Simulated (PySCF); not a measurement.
AlH3Se3, SMILES [SeH][Al]([SeH])[SeH]. Coordinates come from a PBE-D3(BJ)/def2-SVP optimisation. Other conformers were not sampled.

Computed equilibrium geometry at PBE-D3(BJ)/def2-SVP (PySCF confirms it by a frequency run) as bond lengths and angles (one conformer of several):
Atoms: Al1 Se2 H3 Se4 H5 Se6 H7. Bonds (Å): Al1–Se2 2.331, Al1–Se4 2.333, Al1–Se6 2.335, Se2–H3 1.487, Se4–H5 1.486, Se6–H7 1.486. Bond angles (°): Se2–Al1–Se4 116.5, Se2–Al1–Se6 119.5, Se4–Al1–Se6 124.0, Al1–Se2–H3 90.9, Al1–Se4–H5 91.4, Al1–Se6–H7 91.6.
Charge 0, spin multiplicity 1.
